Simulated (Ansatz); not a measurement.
Mg5O4⁺. Total charge 1; doublet. Geometry r2SCAN-D4/def2-SVP, basis def2-TZVP, Ansatz.

```xyz
9

Mg   -1.108   -1.187    0.813
Mg   -0.463    1.478    0.948
Mg    1.387   -0.373    0.726
Mg   -0.359   -1.204   -1.804
Mg    0.272    1.402   -1.671
O     0.412   -1.847   -0.212
O    -1.204    0.329   -0.732
O     1.214    1.466   -0.043
O    -0.152   -0.064    1.974
```

```json
{"run": "A", "HOMO (eV)": "-8.48", "LUMO (eV)": "-7.81"}
{"run": "B", "HOMO (eV)": "-8.21", "LUMO (eV)": "-7.56"}
{"run": "C", "HOMO (eV)": "-8.34", "LUMO (eV)": "-7.53"}
{"run": "D", "HOMO (eV)": "-8.40", "LUMO (eV)": "-7.00"}
{"run": "E", "HOMO (eV)": "-9.03", "LUMO (eV)": "-6.72"}
```

Another isomer (doublet) lies 0.29 eV lower at PBE0-D4/def2-TZVP; other spin states weren't run for this one.

HOMO and LUMO are taken over both spins.

The runs used BLYP, LDA (SPW92), PBE, PBE0, r2SCAN. Estimate which is which.

A LDA (SPW92) (0 % exact exchange); B BLYP (0 % exact exchange); C PBE (0 % exact exchange); D r2SCAN (0 % exact exchange); E PBE0 (25 % exact exchange). Exact exchange lowers occupied and raises empty levels; among semilocal functionals meta-GGAs tend to open the gap a little, and such runs are hard to tell apart. The gap grows from 0.65 eV (BLYP) to 2.31 eV (PBE0).
